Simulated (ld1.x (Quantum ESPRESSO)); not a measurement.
## Scattering properties, TM semilocal potential for thulium

ld1.x (Quantum ESPRESSO) 7.5 input, shortened:

```
&input
   title='Tm', zed=69., rel=1, dft='PZ', iswitch=3,
   config='[Xe] 4f13 5d0 6s1.75 6p0.25'
 /
 &inputp
   pseudotype=1, tm=.true., lloc=3,
   nlcc=.false.
 /
4
6S  1  0   1.75   0.00  3.00  3.00  0.0
5P  2  1   6.00   0.00  1.55  1.55  0.0
5D  3  2   0.00   0.00  2.25  2.25  0.0
4F  4  3  13.00   0.00  0.70  0.70  0.0
 &test
   configts(1)='4f13 5p6 5d0 6s1.75 6p0.25'
 /
```

Occupied shells without a wave of their own: 6p. They enter only through the test configuration that unscreens the potential.

The phase is arctan(r·u′/u) with u = r·R(r), unwrapped; energies in Ry, scanned from -4 to 5 Ry. A pole is an energy at which the radial function vanishes at the test radius. The pseudo phase is shifted by a multiple of π to meet the all-electron one at the reference energy, and phase errors are pseudo minus all-electron; the curves can meet again beyond the range given. Levels narrower than the energy grid can be missing from the lists of poles.

| channel | radius (bohr) | reference energy (Ry) | poles, all-electron | poles, pseudo | unbroken range about the reference energy with phases within 0.05 rad | phase error 1 Ry above the reference energy (rad) |
| --- | --- | --- | --- | --- | --- | --- |
| s | 3.27 | -0.31 | -3.96, 1.24 | 1.11, 4.45 | -3.9 to 1.7 | -0.015 |
| p | 3.27 | -2.02 | -1.97, 2.37 | -1.97, 2.31 | below 4.2 | -0.000 |
| d | 3.27 | -0.09 | 0.43, 4.42 | 0.43, 4.36 | the whole range | -0.001 |
| f | 3.27 | -0.27 | -0.26, 2.85 | -0.26, 2.85 | not even at the reference energy | +0.000 |

A Bessel basis up to 400 Ry misses an occupied level by 0.07 Ry, so cutoffs and ghosts were not judged.

Phases in the d channel:

```tsv
E (Ry)	all-electron	pseudo
-4.00	1.416	1.416
-3.52	1.405	1.405
-3.04	1.392	1.392
-2.56	1.375	1.375
-2.08	1.352	1.352
-1.60	1.317	1.317
-1.12	1.255	1.255
-0.64	1.101	1.101
-0.16	-0.067	-0.067
0.32	-1.500	-1.501
0.80	-1.713	-1.713
1.28	-1.882	-1.884
1.76	-2.270	-2.284
2.24	-3.694	-3.732
2.72	-4.373	-4.385
3.20	-4.553	-4.559
3.68	-4.636	-4.641
4.16	-4.689	-4.694
4.64	-4.730	-4.736
```
